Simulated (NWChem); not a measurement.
Lowest excitation of H2Al (+1)

SMILES: [AlH2+]
```xyz
3

Al     0.0000     0.0000     0.0000
H      0.0000     0.0000     1.5579
H      0.0000     0.0000    -1.5579
```
Charge +1, spin multiplicity 1.

Everything below was run with NWChem. The geometry was optimised at PBE0/def2-SVP, a minimum by its harmonic frequencies.

Basis set: aug-cc-pVDZ.

```json
[
 {"method": "TDA-LDA (SVWN5)", "lowest vertical singlet excitation energy (eV)": "5.88", "relative cost": "1", "difference from EOM-CCSD": "-0.52"},
 {"method": "CIS", "lowest vertical singlet excitation energy (eV)": "7.11", "relative cost": "under 3", "difference from EOM-CCSD": "+0.71"},
 {"method": "TD-PBE", "lowest vertical singlet excitation energy (eV)": "6.02", "relative cost": "under 3", "difference from EOM-CCSD": "-0.38"},
 {"method": "TD-B3LYP", "lowest vertical singlet excitation energy (eV)": "6.24", "relative cost": "under 3", "difference from EOM-CCSD": "-0.16"},
 {"method": "EOM-CCSD", "lowest vertical singlet excitation energy (eV)": "6.40", "relative cost": "3", "difference from EOM-CCSD": "0.00"}
]
```

The values span 1.23 eV, from TDA-LDA (SVWN5) (lowest) to CIS (highest). The cost column gives rough processor time relative to TDA-LDA (SVWN5); each entry includes its own SCF.

The correlated methods keep 5 core orbitals frozen. B3LYP has NWChem's definition, with VWN1-RPA local correlation. The spin multiplicity of the parent species was assumed, not shown to be that of its ground state. The structure started from a generated list of species. Differences from the coupled-cluster row are differences between methods, not errors against experiment.
